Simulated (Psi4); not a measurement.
C4H9NO, singlet, at a GFN2-xTB geometry; SCS-MP2/def2-SV(P) (Psi4).

Input for Psi4:
```
memory 2 GB

molecule mol {
0 1
C    -1.677322   -0.500748   -0.651255
N    -0.574228   -0.007921    0.141751
C    -0.868691    0.332808    1.512081
C     0.674245   -0.003861   -0.389050
C     1.784552    0.449669    0.534129
O     0.885858   -0.336514   -1.539616
H    -2.449444    0.265463   -0.749323
H    -1.291938   -0.752971   -1.637233
H    -2.112237   -1.392440   -0.193365
H    -0.345137    1.239396    1.814001
H    -0.593463   -0.475785    2.197699
H    -1.938810    0.510784    1.604961
H     2.729609    0.327208    0.012568
H     1.660522    1.499278    0.792834
H     1.796925   -0.140579    1.447102
}

set {
  basis def2-sv(p)
  reference rhf
}

energy('scs-mp2')
print_variables()
```

Question: What does Psi4 print? Leave out banner, timings and long lists.

Answer: 
```
   => Loading Basis Set <=

    Name: DEF2-SV(P)
    Role: ORBITAL
    Keyword: BASIS

         ---------------------------------------------------------
                                   SCF
               by Justin Turney, Rob Parrish, Andy Simmonett
                          and Daniel G. A. Smith
                              RHF Reference
         ---------------------------------------------------------

  ==> Geometry <==

    Molecular point group: c1
    Full point group: C1

    Geometry (in Angstrom), charge = 0, multiplicity = 1:

       Center              X                  Y                   Z               Mass
    ------------   -----------------  -----------------  -----------------  -----------------
         C           -1.706239423802    -0.488456433007    -0.591077215848    12.000000000000
         N           -0.603145423802     0.004370566993     0.201928784152    14.003074004430
         C           -0.897608423802     0.345099566993     1.572258784152    12.000000000000
         C            0.645327576198     0.008430566993    -0.328872215848    12.000000000000
         C            1.755634576198     0.461960566993     0.594306784152    12.000000000000
         O            0.856940576198    -0.324222433007    -1.479438215848    15.994914619570
         H           -2.478361423802     0.277754566993    -0.689145215848     1.007825032230
         H           -1.320855423802    -0.740679433007    -1.577055215848     1.007825032230
         H           -2.141154423802    -1.380148433007    -0.133187215848     1.007825032230
         H           -0.374054423802     1.251687566993     1.874178784152     1.007825032230
         H           -0.622380423802    -0.463493433007     2.257876784152     1.007825032230
         H           -1.967727423802     0.523075566993     1.665138784152     1.007825032230
         H            2.700691576198     0.339499566993     0.072745784152     1.007825032230
         H            1.631604576198     1.511569566993     0.853011784152     1.007825032230
         H            1.768007576198    -0.128287433007     1.507279784152     1.007825032230

  Running in c1 symmetry.

  Rotational constants: A =      0.16348  B =      0.11759  C =      0.07116 [cm^-1]
  Rotational constants: A =   4900.95907  B =   3525.23192  C =   2133.41093 [MHz]
  Nuclear repulsion =  252.485981522536406

  Charge       = 0
  Multiplicity = 1
  Electrons    = 48
  Nalpha       = 24
  Nbeta        = 24

  ==> Algorithm <==

  SCF Algorithm Type is PK.
  DIIS enabled.
  MOM disabled.
  Fractional occupation disabled.
  Guess Type is SAD.
  Energy threshold   = 1.00e-08
  Density threshold  = 1.00e-08
  Integral threshold = 1.00e-12

  ==> Primary Basis <==

  Basis Set: DEF2-SV(P)
    Blend: DEF2-SV(P)
    Number of shells: 54
    Number of basis functions: 102
    Number of Cartesian functions: 108
    Spherical Harmonics?: true
    Max angular momentum: 2

  ==> Integral Setup <==

  Using in-core PK algorithm.
   Calculation information:
      Number of atoms:                  15
      Number of AO shells:              54
      Number of primitives:            108
      Number of atomic orbitals:       108
      Number of basis functions:       102

      Integral cutoff                 1.00e-12
      Number of threads:                 1

  Performing in-core PK
  Using 27599262 doubles for integral storage.
  We computed 1053565 shell quartets total.
  Whereas there are 1103355 unique shell quartets.

  ==> DiskJK: Disk-Based J/K Matrices <==

    J tasked:                  Yes
    K tasked:                  Yes
    wK tasked:                  No
    Schwarz Cutoff:          1E-12

  Minimum eigenvalue in the overlap matrix is 2.7078054158E-03.
  Reciprocal condition number of the overlap matrix is 4.3294448951E-04.
    Using symmetric orthogonalization.

  ==> Pre-Iterations <==

  SCF Guess: Superposition of Atomic Densities via on-the-fly atomic UHF (no occupation information).

   -------------------------
    Irrep   Nso     Nmo
   -------------------------
     A        102     102
   -------------------------
    Total     102     102
   -------------------------

  ==> Iterations <==

                        Total Energy        Delta E     RMS |[F,P]|

   @RHF iter SAD:  -285.16258065883812   -2.85163e+02   0.00000e+00
   @RHF iter   1:  -285.61302649414478   -4.50446e-01   5.49277e-03 DIIS/ADIIS
   @RHF iter   2:  -285.74959668175995   -1.36570e-01   3.21830e-03 DIIS/ADIIS
   @RHF iter   3:  -285.78925244197535   -3.96558e-02   7.43096e-04 DIIS/ADIIS
   @RHF iter   4:  -285.79271365124890   -3.46121e-03   2.54004e-04 DIIS/ADIIS
   @RHF iter   5:  -285.79317731301734   -4.63662e-04   5.15512e-05 DIIS
   @RHF iter   6:  -285.79321805009158   -4.07371e-05   2.89993e-05 DIIS
   @RHF iter   7:  -285.79322760121499   -9.55112e-06   1.03704e-05 DIIS
   @RHF iter   8:  -285.79322928126828   -1.68005e-06   3.07499e-06 DIIS
   @RHF iter   9:  -285.79322942624106   -1.44973e-07   7.26275e-07 DIIS
   @RHF iter  10:  -285.79322943224707   -6.00602e-09   2.36962e-07 DIIS
   @RHF iter  11:  -285.79322943288366   -6.36589e-10   5.55412e-08 DIIS
   @RHF iter  12:  -285.79322943292016   -3.64935e-11   1.59584e-08 DIIS
   @RHF iter  13:  -285.79322943292311   -2.95586e-12   4.99154e-09 DIIS
  Energy and wave function converged.

  ==> Post-Iterations <==

    Orbital Energies [Eh]
    ---------------------

    Doubly Occupied:

[...]
    Virtual:

[...]
    Final Occupation by Irrep:
              A
    DOCC [    24 ]
    NA   [    24 ]
    NB   [    24 ]

  @RHF Final Energy:  -285.79322943292311

   => Energetics <=

    Nuclear Repulsion Energy =            252.4859815225364059
    One-Electron Energy =                -888.4119035408976970
    Two-Electron Energy =                 350.1326925854381216
    Total Energy =                       -285.7932294329231127

Computation Completed

Properties will be evaluated at   0.000000,   0.000000,   0.000000 [a0]
[...]
  DIE_IF_NOT_CONVERGED          => (empty)
[...]
  FREEZE_CORE_POLICY            => (empty)
  FROZEN_DOCC                   => (empty)
  FROZEN_UOCC                   => (empty)
  INTEGRAL_PACKAGE              => (empty)
  IP_POLES                      => (empty)
  LEVEL_SHIFT                   => (empty)
  LITERAL_CFOUR                 => (empty)
  LS_THC_BASIS_TOLERANCE        => (empty)
  LS_THC_DF                     => (empty)
  LS_THC_PRUNING_SCHEME         => (empty)
  LS_THC_RADIAL_POINTS          => (empty)
  LS_THC_SPHERICAL_POINTS       => (empty)
  LS_THC_S_EPSILON              => (empty)
  LS_THC_WEIGHTS_TOLERANCE      => (empty)
  MAT_NUM_COLUMN_PRINT          => (empty)
  MAX_MOGRAD_CONVERGENCE        => (empty)
  MAX_RADIAL_MOMENT             => (empty)
  MBIS_D_CONVERGENCE            => (empty)
  MBIS_MAXITER                  => (empty)
  MBIS_PRUNING_SCHEME           => (empty)
  MBIS_RADIAL_POINTS            => (empty)
  MBIS_SPHERICAL_POINTS         => (empty)
  MOGRAD_DAMPING                => (empty)
  MOLDEN_WITH_VIRTUAL           => (empty)
  MO_MAXITER                    => (empty)
  MO_READ                       => (empty)
  MO_STEP_MAX                   => (empty)
  MO_WRITE                      => (empty)
  MP2_OS_SCALE                  => (empty)
  MP2_SOS_SCALE                 => (empty)
  MP2_SOS_SCALE2                => (empty)
  MP2_SS_SCALE                  => (empty)
  MP2_TYPE                      => (empty)
  MP_TYPE                       => (empty)
  NAT_ORBS                      => (empty)
  NUM_FROZEN_DOCC               => (empty)
  NUM_FROZEN_UOCC               => (empty)
  NUM_GPUS                      => (empty)
  OCC_ORBS_PRINT                => (empty)
  OEPROP                        => (empty)
  OPT_METHOD                    => (empty)
  ORBITAL_OPTIMIZER_PACKAGE     => (empty)
  ORB_OPT                       => FALSE           !
  ORB_RESP_SOLVER               => (empty)
  ORTH_TYPE                     => (empty)
  OS_SCALE                      => (empty)
  PARENT_SYMMETRY               => (empty)
  PCG_BETA_TYPE                 => (empty)
  PCG_CONVERGENCE               => (empty)
  PCG_MAXITER                   => (empty)
  PCM                           => (empty)
  PE                            => (empty)
  PRINT                         => (empty)
  PRINT_NOONS                   => (empty)
  PROPERTIES                    => (empty)
  PROPERTIES_ORIGIN             => (empty)
  PUREAM                        => (empty)
  QC_MODULE                     => (empty)
  RAS1                          => (empty)
  RAS2                          => (empty)
  RAS3                          => (empty)
  RAS4                          => (empty)
  RELATIVISTIC                  => (empty)
  RELAXED                       => (empty)
  REMP_A                        => (empty)
  RESTRICTED_DOCC               => (empty)
  RESTRICTED_UOCC               => (empty)
  RMS_MOGRAD_CONVERGENCE        => (empty)
  R_CONVERGENCE                 => (empty)
  SCF_TYPE                      => (empty)
  SCREENING                     => (empty)
  SCS_TYPE                      => (empty)
  SOCC                          => (empty)
  SOS_TYPE                      => (empty)
  SPIN_SCALE_TYPE               => SCS             !
  SS_SCALE                      => (empty)
  SYMMETRIZE                    => (empty)
  TPDM_ABCD_TYPE                => (empty)
  WFN                           => (empty)
  WFN_TYPE                      => OMP2            !
  WRITER_FILE_LABEL             => (empty)
  ZORA_BASIS_TOLERANCE          => (empty)
  ZORA_NR_DEBUG                 => (empty)
  ZORA_PRUNING_SCHEME           => (empty)
  ZORA_RADIAL_POINTS            => (empty)
  ZORA_SPHERICAL_POINTS         => (empty)

 ==============================================================================
 ==============================================================================
 ==============================================================================

                             MP2
                    Program Written by Ugur Bozkaya,
              Additional Contributions by J. P. Misiewicz

 ==============================================================================
 ==============================================================================
 ==============================================================================

	MO spaces per irreps...

	IRREP   FC    OCC   VIR  FV
	==============================
	   A     0    24    78    0
	==============================

	Cost of iabc is     80 MB
	Cost of abcd is    280 MB
	Switching to the incore algorithm for iabc..
	Switching to the incore algorithm for abcd..

	Computing MP2 energy using SCF MOs (Canonical MP2)...
	==============================================================================
	Nuclear Repulsion Energy (a.u.)    :   252.48598152253641
	SCF Energy (a.u.)                  :  -285.79322943292311
	REF Energy (a.u.)                  :  -285.79322943292311
	Alpha-Alpha Contribution (a.u.)    :    -0.10972738211078
	Alpha-Beta Contribution (a.u.)     :    -0.63985654660370
	Beta-Beta Contribution (a.u.)      :    -0.10972738211078
	Scaled_SS Correlation Energy (a.u.):    -0.07315158807385
	Scaled_OS Correlation Energy (a.u.):    -0.76782785592444
	SCS-MP2 Total Energy (a.u.)        :  -286.63420887692143
	SOS-MP2 Total Energy (a.u.)        :  -286.56105728884756
	SCSN-MP2 Total Energy (a.u.)       :  -286.17946981795308
	SCS-MP2-VDW Total Energy (a.u.)    :  -286.72197319468665
	SOS-PI-MP2 Total Energy (a.u.)     :  -286.68902859816831
	MP2 Correlation Energy (a.u.)      :    -0.85931131082525
	MP2 Total Energy (a.u.)            :  -286.65254074374838
	==============================================================================

  Variable Map:
  ----------------------------------------------------------------------------
[...]
  Array Variable Map:
  ----------------------------------------------------------------------------
[...]
[...]
```
